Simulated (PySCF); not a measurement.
C4H2N2, SMILES C#C/C=N/C#N.

Geometry: PBE0-D3(BJ)/def2-SVP. The structure was generated by enumeration; whether it is a known compound was not checked.

Calculation: TDA-PBE0/def2-SVPD run with PySCF.

Vertical excitations.  State labels are in the subgroup Cs.

Computed excitation energies, oscillator strengths and character:
```json
[
 {"state": "S1", "symmetry": "A\"", "energy (eV)": "3.72", "λ (nm)": "333", "f": "0.001", "main pairs": "HOMO→LUMO 99 %"},
 {"state": "S2", "symmetry": "A\"", "energy (eV)": "4.47", "λ (nm)": "278", "f": "0.000", "main pairs": "HOMO−2→LUMO 99 %"},
 {"state": "S3", "symmetry": "A'", "energy (eV)": "5.25", "λ (nm)": "236", "f": "0.578", "main pairs": "HOMO−1→LUMO 83 %"},
 {"state": "S4", "symmetry": "A\"", "energy (eV)": "5.99", "λ (nm)": "207", "f": "0.004", "main pairs": "HOMO−4→LUMO 77 %, HOMO−5→LUMO 21 %"},
 {"state": "S5", "symmetry": "A'", "energy (eV)": "6.16", "λ (nm)": "201", "f": "0.011", "main pairs": "HOMO−3→LUMO 80 %"},
 {"state": "S6", "symmetry": "A\"", "energy (eV)": "6.45", "λ (nm)": "192", "f": "0.003", "main pairs": "HOMO−5→LUMO 72 %, HOMO−4→LUMO 21 %"},
 {"state": "S7", "symmetry": "A\"", "energy (eV)": "6.55", "λ (nm)": "189", "f": "0.000", "main pairs": "HOMO−1→LUMO+1 85 %"},
 {"state": "S8", "symmetry": "A'", "energy (eV)": "7.12", "λ (nm)": "174", "f": "0.027", "main pairs": "HOMO→LUMO+1 93 %"},
 {"state": "S9", "symmetry": "A\"", "energy (eV)": "7.61", "λ (nm)": "163", "f": "0.006", "main pairs": "HOMO−1→LUMO+2 62 %, HOMO−1→LUMO+3 12 %, HOMO−3→LUMO+1 11 %"},
 {"state": "S10", "symmetry": "A'", "energy (eV)": "7.98", "λ (nm)": "155", "f": "0.052", "main pairs": "HOMO−1→LUMO+4 36 %, HOMO−2→LUMO+1 27 %, HOMO→LUMO+2 24 %"},
 {"state": "T1", "symmetry": "A'", "energy (eV)": "2.94", "λ (nm)": "422", "f": "0", "main pairs": "HOMO−1→LUMO 96 %"},
 {"state": "T2", "symmetry": "A\"", "energy (eV)": "3.21", "λ (nm)": "386", "f": "0", "main pairs": "HOMO→LUMO 96 %"},
 {"state": "T3", "symmetry": "A\"", "energy (eV)": "4.14", "λ (nm)": "299", "f": "0", "main pairs": "HOMO−2→LUMO 96 %"},
 {"state": "T4", "symmetry": "A'", "energy (eV)": "4.66", "λ (nm)": "266", "f": "0", "main pairs": "HOMO−3→LUMO 87 %"}
]
```
Triplets are in the Tamm–Dancoff approximation.
